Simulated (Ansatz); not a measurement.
Reaction (redistribution): `[CH3][Al]([SH])[Br]` + `C[SiH](N)Cl` → `[CH3][Al]([SH])[Cl]` + `C[SiH](N)Br`

Gas-phase electronic energies from Ansatz, PBE0-D4/def2-TZVP geometries. CCSD(T)/CBS adds triple-zeta CCSD(T) − MP2 to the extrapolated MP2 energy (def2 sets, frozen cores). Functionals use def2-TZVPP. For Br outer-core shells are correlated without core-valence functions, which leaves a few kJ/mol of doubt a bond. Scalar relativity is left out up to krypton. One conformer a species, not always the lowest.

| level | ΔE (kJ/mol) | difference from CCSD(T)/CBS |
| --- | --- | --- |
| PBE-D4 | 1.3 | -1.0 |
| r2SCAN-D4 | 1.6 | -0.7 |
| B97M-V | 1.5 | -0.8 |
| r2SCAN0-D4 | 2.2 | -0.1 |
| r2SCAN0 | 2.2 | -0.1 |
| HF/def2-SVP | 0.8 | -1.5 |
| MP2/def2-TZVPP | 2.9 | 0.6 |
| CCSD/def2-TZVPP | 3.1 | 0.8 |
| CCSD(T)/def2-TZVPP | 3.0 | 0.7 |
| SCS-MP2/def2-QZVPP | 2.7 | 0.4 |
| CCSD(T)/CBS | 2.3 | 0 |

Largest T1 diagnostic among the species: 0.010.

Leaving LDA and LC-ωPBE aside and taking each functional with its dispersion term where it has one, the values, not all of them listed here, spread over 1.9 kJ/mol, from BLYP-D4 to PBE-QIDH.
